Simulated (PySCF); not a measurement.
C₄H₅ClSi, SMILES C#C[Si@H](Cl)C=C.

Geometry optimised at B3LYP-D3(BJ)/def2-SVP. The structure was generated by enumeration; whether it is a known compound was not checked. Other conformers were not sampled.

All values below come from TDDFT-PBE/def2-SVPD (PySCF).

Vertical excitations. Gas-phase values at a fixed geometry.

Question: List the lowest excited states. (Estimate from the structure and the level; the computed values follow.)

Answer: 
```
state  energy (eV)  λ (nm)      f                                                                     main pairs
-----  -----------  ------  -----  -----------------------------------------------------------------------------
S1            5.20     238  0.000                                                               HOMO−1→LUMO 94 %
S2            5.33     232  0.016                                               HOMO−2→LUMO 52 %, HOMO→LUMO 37 %
S3            5.52     225  0.008                                                               HOMO−3→LUMO 86 %
S4            5.67     219  0.043            HOMO→LUMO+1 34 %, HOMO→LUMO 23 %, HOMO−2→LUMO 19 %, HOMO−3→LUMO 8 %
S5            5.81     213  0.001                                                               HOMO−4→LUMO 89 %
S6            5.92     209  0.008                                             HOMO→LUMO+2 58 %, HOMO→LUMO+1 26 %
S7            6.00     207  0.000                       HOMO−1→LUMO+1 62 %, HOMO→LUMO+2 17 %, HOMO−1→LUMO+2 14 %
S8            6.15     202  0.012                                         HOMO−1→LUMO+2 47 %, HOMO−2→LUMO+1 35 %
S9            6.19     200  0.014                                         HOMO−2→LUMO+2 56 %, HOMO−2→LUMO+1 22 %
S10           6.32     196  0.013  HOMO−3→LUMO+1 39 %, HOMO−3→LUMO+2 22 %, HOMO−2→LUMO+2 21 %, HOMO−2→LUMO+1 7 %
T1            4.23     293      0                                               HOMO→LUMO 71 %, HOMO−2→LUMO 11 %
T2            4.76     260      0         HOMO−2→LUMO 42 %, HOMO−2→LUMO+1 10 %, HOMO→LUMO 9 %, HOMO−1→LUMO+2 8 %
T3            4.97     250      0                                                               HOMO−1→LUMO 88 %
T4            5.20     238      0   HOMO−1→LUMO+2 36 %, HOMO−2→LUMO 20 %, HOMO−1→LUMO+1 19 %, HOMO−3→LUMO+2 12 %
```
Triplets are in the Tamm–Dancoff approximation, which puts them higher than full response would, so one can lie above its singlet here.
